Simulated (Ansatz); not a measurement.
Basis sets compared for SnAu₂. The state is a singlet with charge 0. Geometry B3LYP-D4/def2-TZVP. Ansatz on 4 threads of Arm Neoverse V2 on a shared host; times are rough, and most runs start from earlier orbitals.

Cartesian coordinates in Å:
```
Au 1.4832 0.4174 1.2052
Au -0.5179 -0.9907 -1.6052
Sn -0.9653 0.5733 0.4000
```

In the def2 sets Au, Sn take a core potential; there is no spin–orbit coupling. The structure comes from a short search, and lower isomers may exist.

Binding counts from free atoms (Au doublet, Sn triplet) in the same basis, without a counterpoise term.

| level | functions | energy (Eh) | HOMO (eV) | LUMO (eV) | binding per atom (eV) | wall time |
| --- | --- | --- | --- | --- | --- | --- |
| PBE-D4/def2-SVP | 90 | -485.9360 | -5.78 | -3.93 | 1.92 | 0.75 s |
| PBE-D4/def2-TZVP | 130 | -485.9586 | -5.79 | -3.93 | 1.97 | 1.1 s |
| r2SCAN-D4/def2-TZVP | 130 | -486.0596 | -5.91 | -3.79 | 1.91 | 2.4 s |
| PBE0-D4/def2-SVP | 90 | -485.8347 | -6.38 | -3.17 | 1.70 | 1.1 s |
| PBE0-D4/def2-TZVP | 130 | -485.8563 | -6.38 | -3.15 | 1.75 | 1.6 s |

(1) Estimate the rows for PBE-D4/def2-TZVPD, r2SCAN-D4/def2-TZVPD, PBE0-D4/def2-TZVPD.

Results:

(1) 
```csv
level,functions,energy (Eh),HOMO (eV),LUMO (eV),binding per atom (eV),wall time
PBE-D4/def2-TZVPD,142,-485.9594,-5.79,-3.94,1.98,1.4 s
r2SCAN-D4/def2-TZVPD,142,-486.0605,-5.91,-3.80,1.92,3.3 s
PBE0-D4/def2-TZVPD,142,-485.8571,-6.37,-3.16,1.76,1.7 s
```
